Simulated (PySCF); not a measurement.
SMILES C=C[SiH2]C(C)=O (C4H8OSi) (GFN2-xTB optimised geometry):

```
14

C      2.296     1.368     1.745
C      1.589     0.253     1.629
Si     1.059    -0.531     0.000
C     -0.873    -0.531     0.000
C     -1.554     0.813     0.000
O     -1.497    -1.567     0.011
H      2.571     1.785     2.702
H      2.637     1.915     0.881
H      1.281    -0.251     2.538
H      1.516    -1.915    -0.097
H      1.511     0.287    -1.131
H     -2.637     0.706     0.013
H     -1.226     1.375     0.873
H     -1.248     1.366    -0.885
```

Level of theory: PySCF with PBE0/def2-TZVP.

What are the frontier orbital energies and the dipole moment?

HOMO-2 -9.19 eV, HOMO-1 -8.40 eV, HOMO -6.67 eV, LUMO -1.19 eV, LUMO+1 -0.48 eV; dipole moment 3.01 D.

Meta-Löwdin charges at PBE0/def2-TZVP: C1 -0.22, C2 -0.35, Si3 0.56, C4 0.19, C5 -0.40, O6 -0.39, H7 0.13, H8 0.12, H9 0.13, H10 -0.08, H11 -0.09, H12 0.14, H13 0.14, H14 0.14.
